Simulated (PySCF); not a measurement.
C5H12Si, SMILES C[C@H]1CC[Si@@H]1C. Atoms are numbered in the order given.

```xyz
18

C     -1.6721    -1.6775     0.3230
C     -0.8643    -0.5660    -0.3139
C     -1.4078     0.8844    -0.1908
C     -0.0918     1.7017    -0.2559
Si     0.7710     0.1322     0.3670
C      2.4298    -0.4079    -0.3248
H     -1.8060    -1.5053     1.4035
H     -1.1809    -2.6562     0.2049
H     -2.6782    -1.7598    -0.1231
H     -0.7000    -0.7804    -1.3868
H     -2.1722     1.1579    -0.9393
H     -1.8752     1.0109     0.8015
H      0.1900     1.9179    -1.2998
H     -0.0721     2.6433     0.3102
H      0.8045     0.0755     1.8662
H      2.4257    -0.3775    -1.4251
H      3.2375     0.2498     0.0335
H      2.6697    -1.4360    -0.0103
```
Charge 0, spin multiplicity 1.

Geometry: PBE0-D3(BJ)/def2-SVP. The structure was generated by enumeration; whether it is a known compound was not checked.

Calculation: B3LYP/pcSseg-1 run with PySCF.

GIAO shieldings, no solvent; atoms listed in one row are averaged. δ = σ(ref) − σ: ¹³C against TMS (σ = 181.3 ppm); ²⁹Si against TMS (σ = 338.7 ppm); ¹H against TMS (σ = 31.68 ppm), references at their B3LYP-D3(BJ)/def2-TZVP geometries, non-relativistic.

```json
[
 {"nucleus": "¹³C", "atoms": "C3", "count": "1", "δ (ppm)": "33.8"},
 {"nucleus": "¹³C", "atoms": "C2", "count": "1", "δ (ppm)": "30.6"},
 {"nucleus": "¹³C", "atoms": "C1", "count": "1", "δ (ppm)": "21.2"},
 {"nucleus": "¹³C", "atoms": "C4", "count": "1", "δ (ppm)": "13.5"},
 {"nucleus": "¹³C", "atoms": "C6", "count": "1", "δ (ppm)": "1.2"},
 {"nucleus": "²⁹Si", "atoms": "Si5", "count": "1", "δ (ppm)": "5.4"},
 {"nucleus": "¹H", "atoms": "H15", "count": "1", "δ (ppm)": "4.72"},
 {"nucleus": "¹H", "atoms": "H11", "count": "1", "δ (ppm)": "2.68"},
 {"nucleus": "¹H", "atoms": "H12", "count": "1", "δ (ppm)": "1.81"},
 {"nucleus": "¹H", "atoms": "H10", "count": "1", "δ (ppm)": "1.50"},
 {"nucleus": "¹H", "atoms": "H7, H8, H9", "count": "3", "δ (ppm)": "1.41"},
 {"nucleus": "¹H", "atoms": "H14", "count": "1", "δ (ppm)": "1.23"},
 {"nucleus": "¹H", "atoms": "H13", "count": "1", "δ (ppm)": "1.07"},
 {"nucleus": "¹H", "atoms": "H16, H17, H18", "count": "3", "δ (ppm)": "0.61"}
]
```
